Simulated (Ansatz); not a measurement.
An input meant for WO₂F₂ (charge 0, singlet).

```yaml
crystal:
  periodic: [false, false, false]
  atoms:
    - {symbol: W, position_ang: [-0.016628, 0.000072, -0.011606]}
    - {symbol: O, position_ang: [0.051518, -0.016046, 1.701813]}
    - {symbol: O, position_ang: [1.615539, 0.009480, -0.537610]}
    - {symbol: F, position_ang: [-0.829533, 1.594769, -0.561177]}
    - {symbol: F, position_ang: [-0.820906, -1.588275, -0.591421]}
basis:
  gaussian: {orbitals: def2-mTZVP, nuclear_model: gaussian}
hamiltonian: {xc: {name: HF}, dispersion: d2}
correlation: {electrons: outside_noble_gas}
scf: {lower_state_search: off}
```

```sh
$ ansatz run in.yaml --threads 4 --pin off --events-out ev --progress --plain --max-ram 3916MiB
```

(1) Predict how Ansatz answers.

## Answers

(1) The program refused the input. The program holds no damping parameters for this pairing of functional and dispersion term, so they'd have to be typed.
```
Error: YAML parse error: error: line 11 column 43: hamiltonian.dispersion: `d2` is not `none`, `rvv10`, `d3bj`, `d3bjatm`, `d4` or a map `{method: …, s8: …, a1: …, a2_bohr: …}` (numbers without units, a2 in bohr) or `{method: …, functional: …}`
 9 | basis:
10 |   gaussian: {orbitals: def2-mTZVP, nuclear_model: gaussian}
11 | hamiltonian: {xc: {name: HF}, dispersion: d2}
12 | correlation: {electrons: outside_noble_gas}
13 | scf: {lower_state_search: off}
```
